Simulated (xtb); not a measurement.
AsF₂, doublet, from a rough starting geometry.

The xtb input:
```
$ xtb mol.xyz --gfn 2 --uhf 1 --opt vtight --json

# file mol.xyz
3

F     -1.26386978    -0.44180786     0.05196024
As    -0.01024617     0.78869352    -0.01735687
F      1.30781146    -0.29258381     0.01855138
```

Question: What does this run give for the total energy at the end of the optimisation, dipole moment?

Answer: 
```json
{
 "total_energy_at_the_end_of_the_optimisation": "-11.8519 Eh",
 "dipole_moment": "2.05 D"
}
```
